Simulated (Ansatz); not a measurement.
Ansatz (a first-principles code) input (PBE0/def2-TZVP):

Ansatz 0.2 input:
```yaml
crystal:
  periodic: [false, false, false]
  atoms:
    - {symbol: Au, position_ang: [-0.00000000, -0.00000000, -0.01933333]}
    - {symbol: H, position_ang: [0.00000000, 0.00000000, 1.52733346]}
basis:
  gaussian:
    orbitals: def2-TZVP
hamiltonian:
  xc: {name: PBE0}
relax: {f_tol: 0.003, max_steps: 100}
```

Output:

```
Functional definition: PBE0
integrals: 0.01 GiB planned
465 factors; integrals over basis functions are off by at most 2.9e-4 eV
mean field: 0.10 GiB planned
mean field evaluation 1: about -3708.3724 eV, gradient 2.2e1 eV
mean field evaluation 2: about -3707.8614 eV, gradient 3.0e1 eV
mean field evaluation 4: about -3709.2211 eV, gradient 1.0e0 eV
mean field evaluation 8: about -3709.2226 eV, gradient 6.5e-4 eV
mean field -3709.22256829 eV, -136.3114151833 hartree, gradient 4.7e-5 eV, S^2 0.000000; 0 other end points of the search recorded, 0 dependent functions left out
the calculation of the forces begins
reference -3709.22259297 eV, -136.3114160904 hartree; 10, 10 occupied and 36, 36 virtual orbitals, 465 factors
relax step   1: F+E_penalty+E_count = -3709.22256829 eV  Δ(F+E_penalty+E_count) = +0.000e0 eV  max|allowed force component| = 1.248e-1 eV/Å  Δτ_max = 0.0000 Å  (22 SCF iters, accepted)
these checks for a lower state are left out or cut short: starts, cluster_reference, orbital_swaps, neighbouring_geometries, increment
integrals: 0.01 GiB planned
465 factors; integrals over basis functions are off by at most 2.9e-4 eV
mean field: 0.10 GiB planned
mean field evaluation 16: about -3709.2230 eV, gradient 1.6e-5 eV
mean field -3709.22299466 eV, -136.3114308521 hartree, gradient 1.6e-5 eV, S^2 0.000000; 0 other end points of the search recorded, 0 dependent functions left out
the calculation of the forces begins
reference -3709.22301934 eV, -136.3114317590 hartree; 10, 10 occupied and 36, 36 virtual orbitals, 465 factors
relax step   2: F+E_penalty+E_count = -3709.22299466 eV  Δ(F+E_penalty+E_count) = -4.264e-4 eV  max|allowed force component| = 3.135e-3 eV/Å  Δτ_max = 0.0033 Å  (25 SCF iters, accepted)
these checks for a lower state are left out or cut short: starts, cluster_reference, orbital_swaps, neighbouring_geometries, increment
integrals: 0.01 GiB planned
465 factors; integrals over basis functions are off by at most 2.9e-4 eV
mean field: 0.10 GiB planned
mean field -3709.22299492 eV, -136.3114308618 hartree, gradient 3.1e-6 eV, S^2 0.000000; 0 other end points of the search recorded, 0 dependent functions left out
the calculation of the forces begins
reference -3709.22301960 eV, -136.3114317687 hartree; 10, 10 occupied and 36, 36 virtual orbitals, 465 factors
relax step   3: F+E_penalty+E_count = -3709.22299492 eV  Δ(F+E_penalty+E_count) = -2.636e-7 eV  max|allowed force component| = 7.274e-6 eV/Å  Δτ_max = 0.0001 Å  (19 SCF iters, accepted)
integrals: 0.01 GiB planned
465 factors; integrals over basis functions are off by at most 2.9e-4 eV
mean field: 0.10 GiB planned
mean field evaluation 32: about -3709.2230 eV, gradient 6.3e-4 eV
mean field -3709.22299492 eV, -136.3114308618 hartree, gradient 3.1e-6 eV, S^2 0.000000; 1 other end points of the search recorded, 0 dependent functions left out
the calculation of the forces begins
reference -3709.22301960 eV, -136.3114317687 hartree; 10, 10 occupied and 36, 36 virtual orbitals, 465 factors
Total energy: -3709.22301960 eV, -136.3114317687 hartree
Atom 0 at     0.000000    -0.000000    -0.015933 Å, force     0.000000    -0.000000    -0.000007 eV/Å
Atom 1 at    -0.000000     0.000000     1.523933 Å, force    -0.000000     0.000000     0.000007 eV/Å
Dipole moment:     0.000000     0.000000    -0.304068 e Å
```
